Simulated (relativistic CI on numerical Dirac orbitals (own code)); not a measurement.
# Hyperfine structure of Pd XXVI, mass number 105

Method of calculation: Dirac-Coulomb-Breit CI, orbitals from a KLI potential per configuration, QED by a radiative potential, unscaled Slater integrals (own radial code, finite nucleus).

Configuration list (outside the closed core [Ne]): 3s2.3p6.3d3, 3s2.3p5.3d4, 3s.3p6.3d4, 3s2.3p6.3d2.4s, 3s2.3p6.3d2.4p, 3s2.3p6.3d2.4d, 3s2.3p6.3d2.4f, 3s2.3p5.3d3.4s, 3s2.3p5.3d3.4p, 3s.3p6.3d3.4s, 3s2.3p6.3d.4s.4p, 3p6.3d5, 3p5.3d6, 3s2.3p6.3d.4s2, 3s2.3p6.4s2.4p, 3s2.3p6.4s2.4d, 3s2.3p6.4s2.4f, 3p6.3d4.4s, 3p5.3d5.4s. Double excitations out of closed p, d and f shells are left out; levels of such configurations are missing from the list, as are those of other unlisted configurations, and high levels can miss mixing partners. These lack a partner that the ground configuration has and come out too high: 3s2.3p5.3d3.4p.

Nuclear spin I = 5/2, μ = -0.642 μN, Q = 0.66 b (tables of Stone and Pyykkö). The electronic factors are computed for point nuclear moments, without core polarisation or the Bohr-Weisskopf and QED corrections.

| Level | E (cm⁻¹) | A (MHz) | B (MHz) |
| --- | --- | --- | --- |
| 3s2.3p6.3d3 4F_3/2 | 0.0 | -4262 | -3680 |
| 3s2.3p6.3d3 4F_5/2 | 30443.6 | -2603 | -2740 |
| 3s2.3p6.3d3 4F_7/2 | 54781.8 | -2365 | -2200 |
| 3s2.3p6.3d3 4F_9/2 | 71023.0 | -2546 | -260 |
| 3s2.3p6.3d3 4P_1/2 | 89343.9 | 1587 |  |
| 3s2.3p6.3d3 2G_7/2 | 115559.7 | -2781 | 3460 |
| 3s2.3p6.3d3 2H_9/2 | 120374.3 | -2551 | 7400 |
| 3s2.3p6.3d3 4P_5/2 | 127096.6 | -1055 | 6230 |

Levels with J = 0, under 50 % of one LS term, or S terms without an open s electron are left out. Small factors come from cancelling terms and can be off by tens of per cent or more.

At this charge energies of transitions that change n are usually good to better than 1 %, and those within a shell (Δn = 0) to a few per cent. Terms inside the open d or f shell come out 10 to 20 % too wide with unscaled integrals.

Problem. Give the hyperfine levels of 3s2.3p6.3d3 4F_3/2 relative to its centre of gravity.

Solution. With K = F(F + 1) − I(I + 1) − J(J + 1), E = AK/2 + B[¾K(K + 1) − I(I + 1)J(J + 1)]/[2I(2I − 1)J(2J − 1)]: F = 1: 19800, F = 2: 14220, F = 3: 3089, F = 4: -16900 MHz.

LS names give the leading component of a level, which can be under half, so a name can repeat, a term be missing and a line seem to break the LS rules.
